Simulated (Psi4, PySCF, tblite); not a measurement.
Interaction energy of HF ··· C2H6 (SMILES F and CC). Monomers: optimised at B3LYP-D3(BJ) (def2-TZVP), held rigid. Orientation: lowest of the rigid-body minima from ten starts at GFN2-xTB. Only R, the distance of the centres of mass, is varied, so the lowest point isn't the relaxed dimer. The table gives interaction energies.

```
R / Å      A      B      C
-----  -----  -----  -----
2.62    3.34  -3.61   5.91
2.80   -0.30  -5.94   1.73
3.03   -2.08  -6.11  -0.52
3.20   -2.34  -5.35  -1.08
3.44   -2.08  -3.92  -1.18
3.58   -1.82  -3.13  -1.08
3.94   -1.19  -1.61  -0.74
4.20   -0.86  -0.96  -0.53
4.73   -0.45  -0.33  -0.23
5.43   -0.20  -0.08  -0.07
6.40   -0.08  -0.02  -0.01
7.69   -0.03   0.00   0.00
```

Energies in kcal/mol.

Q: Which curve belongs to which method? The methods are tblite 0.5.0 with GFN2-xTB; PBE/def2-TZVP, counterpoise-corrected (Psi4); restricted LDA (SVWN5)/6-31G*, spherical d, no counterpoise correction (PySCF).

A: A is GFN2-xTB; B is RKS-LDA (SVWN5)/6-31G*; C is PBE/def2-TZVP.
